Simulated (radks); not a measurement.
Results of a calculation; reference values are marked as such.
Question: Valence configurations of O IV (all share [He]). Code: a radial shooting solver on a logarithmic mesh with Libxc functionals. Model: scalar-relativistic Kohn-Sham, r2SCAN, spin-polarised, spherical densities, finite nucleus; open shells are filled with parallel spins first; meta-GGA in the generalised Kohn-Sham scheme; Fermi nuclear charge, rms radius 2.6991 fm. Order these by energy: 2s0.5 2p2.5; 2s1.5 2p1.5; 2s2 2p1; 2s1 2p2; 2p3.

Answer: From the lowest, in eV above it: 2s2 2p1 0.000; 2s1.5 2p1.5 4.894; 2s1 2p2 7.032; 2s0.5 2p2.5 14.921; 2p3 22.745. NIST lists [He] 2s2 2p1 as the ground configuration; this level of theory agrees among the configurations tried. The energies are those of spherical high-spin densities, not of single terms.
